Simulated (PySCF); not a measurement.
Compound: AsGeH5.
SMILES: `[GeH3][AsH2]`

Method used: PySCF, TDDFT B3LYP/def2-SVPD, vertical, gas phase, core orbitals frozen in the response. Geometry: PBE0-D3(BJ)/def2-SVP; no solvent, vibrations or thermal averaging. The B3LYP/def2-SVPD calculation is non-relativistic and has no spin–orbit coupling, an omission that weighs most on arsenic and germanium.

```csv
state,E (eV),E (hartree),f,symmetry,"main configurations (H = HOMO, L = LUMO)"
S1,6.08,0.2234,0.050,A′,"H→L (62%), H→L+1 (36%)"
S2,6.26,0.2300,0.255,A′,"H→L+1 (61%), H→L (30%)"
S3,6.39,0.2349,0.013,A″,H→L+2 (96%)
S4,7.14,0.2624,0.027,A′,"H→L+3 (54%), H-1→L (44%)"
S5,7.23,0.2656,0.0055,A″,H→L+4 (94%)
S6,7.34,0.2698,0.081,A′,"H-1→L (34%), H→L+3 (31%), H-1→L+1 (21%)"
S7,7.54,0.2770,0.168,A′,"H-1→L+1 (64%), H→L+5 (26%)"
S8,7.71,0.2835,0.056,A″,"H-2→L (77%), H-1→L+2 (18%)"
S9,7.79,0.2863,0.196,A′,"H→L+5 (62%), H-1→L+1 (10%), H-1→L (9%)"
S10,7.92,0.2910,0.0019,–,"H-1→L+2 (65%), H-2→L (20%)"
```

Triplets (Tamm–Dancoff): T1 5.11 eV, H→L (92%); T2 5.63 eV, H→L+2 (94%); T3 5.83 eV, H→L+1 (95%); T4 6.53 eV, H-1→L (91%).

The lowest singlet comes at 204 nm (586 kJ/mol) in the ultraviolet; it is of moderate strength; its leading configuration is HOMO→LUMO (62%). The strongest level in the table is S2 at 6.26 eV (198 nm, f = 0.255). Löwdin shares by element: HOMO arsenic 62%, germanium 18%, hydrogen 12% or more; LUMO germanium 33%, arsenic 33%, hydrogen 18% or more (atoms not listed hold the other 16%). Orbital energies (eV): HOMO-3 -9.71, HOMO-2 -9.27, HOMO-1 -8.59, HOMO -7.29, LUMO -0.59, LUMO+1 -0.19, LUMO+2 0.11. The oscillator strengths of these states sum to 0.855; summed over the whole spectrum of an exact calculation they would give the number of electrons, 70 (Thomas–Reiche–Kuhn). The listed states span 1.84 eV, and the widest gap between neighbours is 0.75 eV (S3 to S4). The vertical ionisation energy (ΔSCF) is 9.65 eV, 1.73 eV above S10. Symmetry labels in Cs follow from the direction of the transition dipole and are given only for states with f of 0.002 or more. The window holds the lowest 10 singlets.
